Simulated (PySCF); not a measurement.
trans-PdH(PF3)2F (singlet state).
Bonds: Pd1–P3, Pd1–F7, Pd1–P8, P3–F4, P3–F5, P3–F6, P8–F9, P8–F10, P8–F11. Hydrogens: H2 on Pd1.

The calculation used PBE0-D3(BJ)/def2-SVP geometry optimisation, gas phase, def2 core potentials past Kr in PySCF.

Q: How far are the bound atoms from Pd1?

A: 4 atoms: H2 1.517 Å, F7 2.233 Å, P8 2.237 Å, P3 2.256 Å. The nearest atom not counted as bound is F5, at 3.24 Å.

Q: List the angles at Pd1.

A: 
```csv
angle,degrees,distance of the outer atoms (Å)
P3–Pd1–P8,176.6,4.49
H2–Pd1–F7,147.6,3.61
F7–Pd1–P8,129.5,4.04
H2–Pd1–P3,100.3,2.93
H2–Pd1–P8,82.9,2.54
P3–Pd1–F7,47.3,1.80
```

Q: Describe the arrangement about Pd1 in numbers.

A: Angles from 47.3° to 176.6°; τ4 = (360° − α − β)/141° = 0.25 with α and β the two widest (0 for a square, 1 for a tetrahedron). The Pd–P distances aren't all alike: 2.237 to 2.256 Å.

Q: What are the other bond lengths?

A: P3–F4 and 4 like bonds 1.577 Å; P3–F5 1.610 Å. (A selection.)

Q: Give some angles away from the centre.

A: Pd1–P3–F4 122.5°, Pd1–P3–F5 112.6°, Pd1–P3–F6 122.6°, F4–P3–F5 93.3°, F4–P3–F6 104.9°, Pd1–P8–F10 117.1°, Pd1–P8–F11 116.0°, F9–P8–F10 98.7°.

Point group: near Cs, missed by 0.38 Å at most; the miss may be what the optimiser left on a soft mode. Charge 0, singlet. No frequency check.

Hardware: an Arm Neoverse V1 with one thread (shared host). Cost: 9.6 min wall, 0.78 GiB resident at most. This is the geometry optimisation.
